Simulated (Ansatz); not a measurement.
A geometry relaxed with r2SCAN-D4/def2-TZVP (Ansatz, a quantum-chemistry and plane-wave program), charge 0, multiplicity 2:

```xyz
3

H     -1.3136    -0.2705     0.0000
O      1.3179    -0.2489     0.0000
Si    -0.0043     0.5193     0.0000
```

Question: Write the SMILES of this molecule.

Answer: `O=[SiH]`
